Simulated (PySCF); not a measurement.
## How methods differ on the ionisation energy of O⁺

O⁺ [He] 2s2 2p3 (4S) → O²⁺ [He] 2s2 2p2 (3P), as a difference of total energies. All numbers are calculated (PySCF 2.14, scalar relativity by spin-free X2C-1e, in x2c-QZVPPall with one added diffuse shell each of s, p, d, f type (8s5p4d3f1g, 73 functions)). Correlated levels: valence: 1s2 frozen; valence and next inner shell: nothing frozen. The calculations carry no spin-orbit coupling.

| method | ionisation energy (eV) |
| --- | --- |
| UHF | 34.570 |
| LDA | 35.582 |
| PBE | 35.271 |
| PBE0 | 35.305 |
| r2SCAN | 35.477 |
| revPBE | 35.194 |
| wB97M-V | 35.028 |
| B2PLYP | 35.149 |
| r2SCAN0 | 35.447 |
| MP2 (valence) | 35.242 |
| SCS-MP2 (valence) | 34.976 |
| MP2 (valence and next inner shell) | 35.270 |
| SCS-MP2 (valence and next inner shell) | 34.997 |

A first-order spin-orbit estimate (lowest level to lowest level, LS coupling) adds -0.028 eV.

Errors of the correlated levels include the incompleteness of this basis and the frozen core.

Problem. Which method comes closest to the reference value, and which is furthest?

Solution. The reference is 35.121 eV (measured; NIST Atomic Spectra Database, ionization energies). Closest: B2PLYP (error 0.000 eV); furthest: UHF (error -0.579 eV), both after the spin-orbit estimate.
